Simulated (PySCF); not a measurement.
# Working out the electron affinity of Sn

Sn⁻ [Kr] 4d10 5s2 5p3 (4S) → Sn [Kr] 4d10 5s2 5p2 (3P). Computed with PySCF 2.14 in aug-cc-pwCVTZ-PP with ECP28MDF, with scalar relativity through the core potential. Frozen: 4s2 4p6 4d10. Energies in hartree (1 hartree = 27.21139 eV):

```json
{"part": "UHF", "Sn⁻ (lower)": "-213.375543", "Sn (upper)": "-213.340604"}
{"part": "CCSD correlation", "Sn⁻ (lower)": "-0.071858", "Sn (upper)": "-0.057514"}
{"part": "(T)", "Sn⁻ (lower)": "-0.003338", "Sn (upper)": "-0.001734"}
```

What does Hartree-Fock give?

(-213.340604) − (-213.375543) = 0.034939 hartree = 0.951 eV.

What do CCSD and CCSD(T) give?

The CCSD correlation energies differ by 0.014344 hartree = 0.390 eV and the triples by 0.001604 hartree = 0.044 eV, so CCSD gives 1.341 eV and CCSD(T) 1.385 eV.

Reference: 1.112 eV (measured; photodetachment measurements, as compiled on the Wikipedia data page of electron affinities), between the lowest levels; spin-orbit coupling is absent from the calculation.

What remains against the reference includes basis incompleteness, the frozen core and higher excitations.
